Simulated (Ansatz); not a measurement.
Stepwise reaction of `SB(S)S` with methanol, as a gas-phase model of exchange steps in deposition or etching. ΔE in kJ/mol.

Program: Ansatz. Geometries: PBE0-D4/def2-TZVP. ΔE: electronic, gas phase. CBS: MP2 limit from def2 TZ/QZ plus the TZ coupled-cluster correction, frozen cores. This one scheme is used for every species. DFT in def2-TZVPP. B3LYP here is the variant with VWN-RPA as its local correlation; programs differ in this. Each species was taken in one conformer, which may not be the lowest.

```tsv
step	reaction	PBE-D4	B3LYP-D4	ωB97M-V	CCSD(T)/CBS
1	`SB(S)S` + CH₃OH → `COB(S)S` + H₂S	-50.7	-62.1	-63.4	-58.8
2	`COB(S)S` + CH₃OH → `COB(S)OC` + H₂S	-52.9	-65.4	-66.2	-62.5
3	`COB(S)OC` + CH₃OH → `COB(OC)OC` + H₂S	-52.8	-66.1	-65.9	-63.3
```

By hand: ΔE of the 3 steps together at CCSD(T)/CBS.

(-58.8) + (-62.5) + (-63.3) = -184.6 kJ/mol, or -61.5 kJ/mol a step.

In ΔE the steps differ by no more than 4.5 kJ/mol. All are downhill at CCSD(T)/CBS. PBE-D4 differs from CCSD(T)/CBS by 8.1 to 10.5 kJ/mol a step. Isolated molecules leave out the surface, adducts and barriers. Largest T1 diagnostic: 0.013.
